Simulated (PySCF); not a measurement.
XPS shifts beside NMR shieldings

C₆H₉N.
SMILES with atom numbers: `[H]/[N:7]=[CH:6]/[C:4](=[CH:3]/[CH:2]=[CH2:1])[CH3:5]`

Binding energies: delta-SCF UKS SCAN, pcX-2 on the ionised atom, pcseg-1 elsewhere, spin-free X2C in PySCF. Shieldings: GIAO KT2/pcSseg-1, non-relativistic, same geometry.

| atom | isotropic shielding (ppm) |
| --- | --- |
| C1 | 64.5 |
| C2 | 52.5 |
| C3 | 45.8 |
| C4 | 44.7 |
| C5 | 170.1 |

What are the C 1s binding energies of these atoms?

```tsv
atom	environment	C 1s (eV)	isotropic shielding (ppm)
C1	terminal =CH2 carbon	289.86	64.5
C4	fully substituted alkene carbon	290.32	44.7
C3	alkene CH carbon	290.34	45.8
C5	allylic carbon	290.53	170.1
C2	alkene CH carbon	290.64	52.5
```

Among the listed atoms, is the one with the highest binding energy also the least shielded?

No. The highest binding energy is at C2 (290.64 eV, shielding 52.5 ppm), the lowest shielding at C4 (44.7 ppm, 290.32 eV).

By binding energy: C1 < C4 ≈ C3 < C5 < C2. By shielding: C4 < C3 < C2 < C1 < C5.

Spin contamination (⟨S²⟩ against 0.75 for a pure doublet) is marked for C 1s of C2 (0.97), C 1s of C3 (0.90) and C 1s of C4 (0.86), which makes these values less certain. Isolated species at its PBE0-D3(BJ)/def2-SVP geometry (one conformer only).

Shape of the structure used: `[H]/[N:7]=[CH:6]/[C:4](=[CH:3]/[CH:2]=[CH2:1])[CH3:5]`: C1–C2–C3–C4 180°, C3–C4–C6–N7 180°.
